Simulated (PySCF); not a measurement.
Simulated outer-valence photoelectron spectrum of `B[SiH2]N[SiH3]`. Computed with EOM-IP-CCSD/aug-cc-pVDZ in PySCF, restricted Hartree–Fock reference, 12 core orbitals frozen, non-relativistic, gas phase, PBE0-D3(BJ)/def2-SVP geometry.

Each root has a Gaussian of 0.8 eV full width with its one-hole share as area; cross sections and vibrations are left out, and the highest printed point is 100.

```
ionisation energy (eV)  intensity
                   8.2          0
                   8.4          1
                   8.6          4
                   8.8         11
                   9.0         24
                   9.2         34
                   9.4         35
                   9.6         26
                   9.8         14
                  10.0          8
                  10.2         11
                  10.4         21
                  10.6         33
                  10.8         37
                  11.0         29
                  11.2         19
                  11.4         17
                  11.6         30
                  11.8         57
                  12.0         85
                  12.2        100
                  12.4         98
                  12.6         88
                  12.8         80
                  13.0         73
                  13.2         62
                  13.4         46
                  13.6         27
                  13.8         12
                  14.0          4
                  14.2          3
                  14.4          7
                  14.6         17
                  14.8         29
                  15.0         36
                  15.2         31
                  15.4         19
                  15.6          8
                  15.8          2
                  16.0          1
                  16.2          0
```

Problem. Where are the maxima, and how many lines lie under the curve?

Solution. 4 maxima, at 9.3, 10.8, 12.3 and 15.0 eV, from 8 lines. At this width some lines have no maximum of their own.

Problem. List the lines with their holes.

Solution. 
| E (eV) | leading hole (HF orbital) | area | Koopmans (eV) |
| --- | --- | --- | --- |
| 9.32 | HOMO | 0.94 | 10.40 |
| 10.76 | HOMO-1 | 0.95 | 11.48 |
| 12.02 | HOMO-2 | 0.94 | 12.77 |
| 12.14 | HOMO-3 | 0.95 | 12.83 |
| 12.46 | HOMO-4 | 0.94 | 13.31 |
| 12.88 | HOMO-5 | 0.94 | 13.91 |
| 13.27 | HOMO-6 | 0.94 | 14.36 |
| 15.01 | HOMO-7 | 0.92 | 16.30 |

The widest gap, 1.74 eV, lies between 13.27 and 15.01 eV. Only orbitals with −ε under 21 eV, eight at most, were ionised, so the high end of the curve may lack lines.

The values belong to the conformer `[BH2:1][SiH2:2][NH:3][SiH3:4]`: B1–Si2–N3–Si4 -38°.
